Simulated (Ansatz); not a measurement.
`BOBF` + H₂ → `BOB` + H–F  (hydrogenolysis of a B–F bond)

Gas-phase electronic energies from Ansatz, PBE0-D4/def2-TZVP geometries. CCSD(T)/CBS adds triple-zeta CCSD(T) − MP2 to the extrapolated MP2 energy (def2 sets, frozen cores). This one scheme is used for every species. DFT in def2-TZVPP. B3LYP here is the variant with VWN-RPA as its local correlation; programs differ in this. HSE06 is defined as in plane-wave codes. Each species was taken in one conformer, which may not be the lowest.

`BOBF`:

```xyz
7

B    -0.033   -1.212   -0.217
O     0.672   -0.072    0.029
B     0.120    1.159    0.214
F     0.941    2.162    0.442
H    -1.230   -1.170   -0.286
H     0.588   -2.222   -0.358
H    -1.058    1.355    0.176
```

H₂:

Z-matrix (Å, degrees):
```
H
H 1 0.746
```

`BOB`:

Z-matrix (Å, degrees):
```
B
O 1 1.366
H 1 1.196 2 117.4
H 1 1.199 2 119.7 3 180.0
B 2 1.365 1 124.6 3 179.9
H 5 1.199 2 119.7 1 -0.1
H 5 1.196 2 117.4 1 180.0
```

H–F:

Z-matrix (Å, degrees):
```
F
H 1 0.920
```

```json
{"level": "B97M-V", "ΔE (kcal/mol)": "36.4", "difference from CCSD(T)/CBS": "3.8"}
{"level": "B3LYP-D4", "ΔE (kcal/mol)": "34.5", "difference from CCSD(T)/CBS": "1.9"}
{"level": "HSE06-D4", "ΔE (kcal/mol)": "33.3", "difference from CCSD(T)/CBS": "0.7"}
{"level": "BHLYP-D4", "ΔE (kcal/mol)": "34.2", "difference from CCSD(T)/CBS": "1.6"}
{"level": "CAM-B3LYP-D4", "ΔE (kcal/mol)": "35.0", "difference from CCSD(T)/CBS": "2.4"}
{"level": "ωB97X-V", "ΔE (kcal/mol)": "33.9", "difference from CCSD(T)/CBS": "1.3"}
{"level": "ωB97M-V", "ΔE (kcal/mol)": "34.4", "difference from CCSD(T)/CBS": "1.8"}
{"level": "revPBE", "ΔE (kcal/mol)": "33.3", "difference from CCSD(T)/CBS": "0.7"}
{"level": "BLYP", "ΔE (kcal/mol)": "34.8", "difference from CCSD(T)/CBS": "2.2"}
{"level": "r2SCAN", "ΔE (kcal/mol)": "36.3", "difference from CCSD(T)/CBS": "3.7"}
{"level": "B3LYP", "ΔE (kcal/mol)": "34.2", "difference from CCSD(T)/CBS": "1.6"}
{"level": "BHLYP", "ΔE (kcal/mol)": "34.0", "difference from CCSD(T)/CBS": "1.4"}
{"level": "CCSD/def2-SVP", "ΔE (kcal/mol)": "36.9", "difference from CCSD(T)/CBS": "4.3"}
{"level": "SCS-MP2/def2-TZVPP", "ΔE (kcal/mol)": "33.1", "difference from CCSD(T)/CBS": "0.5"}
{"level": "MP2/CBS(def2)", "ΔE (kcal/mol)": "32.8", "difference from CCSD(T)/CBS": "0.2"}
{"level": "CCSD/CBS(def2)", "ΔE (kcal/mol)": "32.1", "difference from CCSD(T)/CBS": "-0.5"}
{"level": "CCSD(T)/CBS", "ΔE (kcal/mol)": "32.6", "difference from CCSD(T)/CBS": "0"}
```

Largest T1 diagnostic among the species: 0.013.

From PBE to PBE0 (25 % exact exchange), in def2-TZVPP and without D4, ΔE moves by −0.9 kcal/mol. At CCSD(T), def2-SVP lies +5.0 kcal/mol from the extrapolated value and def2-TZVPP +0.7 kcal/mol.
